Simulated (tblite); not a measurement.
Species: C₄H₈FGe₂N.
SMILES with atom numbers: `[N:1]#[C:2][GeH2:3][GeH2:4][CH2:5]/[CH:6]=[CH:7]\[F:8]` (hydrogens: H9, H10 on Ge3; H11, H12 on Ge4; H13, H14 on C5; H15 on C6; H16 on C7)

Computed with GFN2-xTB (tblite), gas phase: L-BFGS steps from a force-field or distance-geometry start until the largest atomic force falls under 0.01 eV/Å.

Step 22: E = -654.7843 eV
```
atom  x, y, z in Å  |  force x, y, z in eV/Å
N1     -2.2905    2.5147    2.0692    0.002  -0.007  -0.007
C2     -2.2253    1.4849    1.5728   -0.001  -0.012   0.009
Ge3    -2.0952   -0.2135    0.6974    0.042   0.049  -0.009
Ge4    -0.8406   -0.0392   -1.3427   -0.025   0.013   0.005
C5      1.1154    0.2784   -1.1132   -0.005   0.025  -0.010
C6      1.7561   -0.7580   -0.2656    0.026   0.009  -0.023
C7      2.3268   -0.5150    0.9010    0.012  -0.012   0.028
F8      2.3881    0.7236    1.4245   -0.038  -0.007  -0.003
H9     -1.5395   -1.1250    1.7610    0.020   0.002  -0.002
H10    -3.5351   -0.6180    0.5198   -0.016  -0.010  -0.001
H11    -1.0515   -1.3035   -2.1460    0.020  -0.027   0.000
H12    -1.4138    1.0549   -2.2148    0.002  -0.002   0.008
H13     1.2646    1.2651   -0.6741   -0.005   0.019   0.002
H14     1.5682    0.2776   -2.1065   -0.018  -0.011  -0.024
H15     1.7601   -1.7746   -0.6311   -0.019  -0.001  -0.001
H16     2.8044   -1.2435    1.5371    0.002  -0.025   0.030
```

Step 23: E = -654.7846 eV
```
atom  x, y, z in Å  |  force x, y, z in eV/Å
N1     -2.2906    2.5153    2.0696    0.002  -0.017  -0.010
C2     -2.2257    1.4850    1.5739    0.003  -0.004   0.008
Ge3    -2.0949   -0.2128    0.6969    0.029   0.041   0.000
Ge4    -0.8390   -0.0389   -1.3429   -0.055   0.004   0.007
C5      1.1147    0.2789   -1.1147    0.020   0.024   0.004
C6      1.7568   -0.7562   -0.2668    0.018  -0.006  -0.008
C7      2.3242   -0.5154    0.9020    0.017  -0.013   0.015
F8      2.3862    0.7224    1.4272   -0.042  -0.011  -0.003
H9     -1.5362   -1.1244    1.7596    0.016   0.006  -0.006
H10    -3.5366   -0.6182    0.5238    0.004  -0.007  -0.003
H11    -1.0462   -1.3046   -2.1445    0.014  -0.027  -0.002
H12    -1.4127    1.0544   -2.2150    0.001  -0.002   0.002
H13     1.2644    1.2655   -0.6770    0.000   0.038   0.008
H14     1.5668    0.2762   -2.1079   -0.011  -0.006  -0.038
H15     1.7604   -1.7725   -0.6329   -0.016  -0.005   0.000
H16     2.8008   -1.2458    1.5371   -0.001  -0.017   0.027
```

Step 24: E = -654.7850 eV
```
atom  x, y, z in Å  |  force x, y, z in eV/Å
N1     -2.2906    2.5159    2.0700    0.000  -0.018  -0.008
C2     -2.2260    1.4851    1.5752    0.007   0.007   0.006
Ge3    -2.0942   -0.2113    0.6965    0.005   0.017   0.011
Ge4    -0.8383   -0.0385   -1.3430   -0.061  -0.008   0.007
C5      1.1143    0.2798   -1.1162    0.038   0.018   0.016
C6      1.7578   -0.7544   -0.2681    0.007  -0.016   0.008
C7      2.3217   -0.5162    0.9033    0.016  -0.014  -0.004
F8      2.3833    0.7211    1.4300   -0.041  -0.014   0.000
H9     -1.5323   -1.1236    1.7580    0.011   0.012  -0.012
H10    -3.5379   -0.6186    0.5275    0.031  -0.001  -0.004
H11    -1.0404   -1.3064   -2.1429    0.006  -0.022  -0.002
H12    -1.4115    1.0540   -2.2151   -0.004   0.002  -0.007
H13     1.2640    1.2666   -0.6797    0.007   0.048   0.008
H14     1.5650    0.2746   -2.1099   -0.007   0.001  -0.041
H15     1.7604   -1.7706   -0.6347   -0.010  -0.007   0.000
H16     2.7971   -1.2485    1.5376   -0.005  -0.005   0.021
```

Step 25: E = -654.7854 eV
```
atom  x, y, z in Å  |  force x, y, z in eV/Å
N1     -2.2907    2.5163    2.0702   -0.002  -0.011  -0.001
C2     -2.2263    1.4851    1.5765    0.011   0.014   0.002
Ge3    -2.0933   -0.2094    0.6962   -0.019  -0.013   0.021
Ge4    -0.8386   -0.0383   -1.3430   -0.039  -0.017   0.005
C5      1.1146    0.2811   -1.1175    0.038   0.010   0.020
C6      1.7589   -0.7528   -0.2692   -0.006  -0.018   0.017
C7      2.3196   -0.5173    0.9045    0.010  -0.014  -0.021
F8      2.3796    0.7194    1.4328   -0.037  -0.016   0.005
H9     -1.5282   -1.1226    1.7562    0.008   0.017  -0.016
H10    -3.5386   -0.6190    0.5312    0.053   0.005  -0.005
H11    -1.0344   -1.3086   -2.1413   -0.003  -0.014   0.001
H12    -1.4104    1.0537   -2.2152   -0.010   0.005  -0.017
H13     1.2638    1.2686   -0.6823    0.015   0.044   0.003
H14     1.5629    0.2730   -2.1126   -0.007   0.010  -0.028
H15     1.7601   -1.7688   -0.6366   -0.003  -0.008  -0.001
H16     2.7933   -1.2514    1.5386   -0.009   0.006   0.015
```

**Question.** Estimate the geometry and energy of step 26. (The exact step hangs on the optimiser's Hessian estimate; all steps are aligned on step 25, rigid shifts and turns removed.)

**Answer.** E = -654.7858 eV, largest force 0.059 eV/Å
```
atom  x, y, z in Å  |  force x, y, z in eV/Å
N1     -2.2909    2.5166    2.0706   -0.003   0.002   0.007
C2     -2.2262    1.4851    1.5777    0.014   0.014  -0.003
Ge3    -2.0927   -0.2079    0.6963   -0.027  -0.031   0.023
Ge4    -0.8396   -0.0384   -1.3428   -0.001  -0.018   0.004
C5      1.1156    0.2827   -1.1184    0.020   0.005   0.014
C6      1.7599   -0.7517   -0.2701   -0.018  -0.014   0.015
C7      2.3180   -0.5186    0.9054    0.001  -0.011  -0.028
F8      2.3753    0.7175    1.4354   -0.031  -0.015   0.010
H9     -1.5242   -1.1213    1.7543    0.007   0.017  -0.015
H10    -3.5384   -0.6193    0.5346    0.058   0.006  -0.006
H11    -1.0291   -1.3110   -2.1398   -0.011  -0.006   0.003
H12    -1.4096    1.0535   -2.2159   -0.015   0.003  -0.022
H13     1.2640    1.2713   -0.6847    0.022   0.027  -0.005
H14     1.5609    0.2717   -2.1156   -0.008   0.018  -0.004
H15     1.7598   -1.7673   -0.6384    0.003  -0.009  -0.004
H16     2.7896   -1.2540    1.5399   -0.010   0.014   0.010
```

The energy changes by -0.0004 eV. The first-order estimate −F·Δx gives -0.0005 eV and the mean of the old and new forces, exact on a quadratic surface, -0.0004 eV. The step makes an angle of 72° with the force vector and moves no atom by more than 0.006 Å.

What follows is the cost of the whole relaxation. On Arm Neoverse V1, one thread, no GPU (shared host), this took 2.1 s wall.
